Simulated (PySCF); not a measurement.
## The electron affinity along the 5p block

Calculated with PySCF 2.14 from differences of total energies of unrestricted determinants, without spin-orbit coupling. Values in eV. The last column holds reference values (measured affinities from photodetachment; the arrow runs from anion to atom). Unmarked ones compare directly (S terms, centres of terms, or small fine structure); those marked * lie between the lowest fine-structure levels and include a spin-orbit shift.

```tsv
element	configurations	UHF	LDA	PBE	SCS-MP2 (valence)	SCS-MP2 (valence and next inner shell)	CCSD (valence and next inner shell)	reference
In (def2-TZVPPD with the def2 core potential (28 electrons), ECP)	[Kr] 4d10 5s2 5p2 → [Kr] 4d10 5s2 5p1	-0.005	0.492	0.376	0.177	0.164	0.262	0.384 *
Sn (def2-TZVPPD with the def2 core potential (28 electrons), ECP)	[Kr] 4d10 5s2 5p3 → [Kr] 4d10 5s2 5p2	0.904	1.450	1.302	1.150	1.175	1.268	1.112 *
Sb (def2-TZVPPD with the def2 core potential (28 electrons), ECP)	[Kr] 4d10 5s2 5p4 → [Kr] 4d10 5s2 5p3	-0.168	1.049	0.809	0.482	0.474	0.544	1.047 *
Te (def2-TZVPPD with the def2 core potential (28 electrons), ECP)	[Kr] 4d10 5s2 5p5 → [Kr] 4d10 5s2 5p4	1.054	2.314	2.066	1.791	1.819	1.805	1.971 *
I (def2-TZVPPD with the def2 core potential (28 electrons), ECP)	[Xe] → [Kr] 4d10 5s2 5p5	2.311	3.512	3.252	3.085	3.141	3.065	3.059 *
```

The highest occupied level of the anion is positive for In⁻ at LDA, PBE; Sn⁻ at LDA, PBE; Sb⁻ at LDA, PBE; Te⁻ at LDA, PBE, so there the basis helps to hold the electron.

"Valence" correlates the outer s and p shells and, in groups 3 to 12 and the f block, the outer d or f shell, open or full, or the next shell where the ion has no valence electron left; the wider scheme adds the next inner shell.
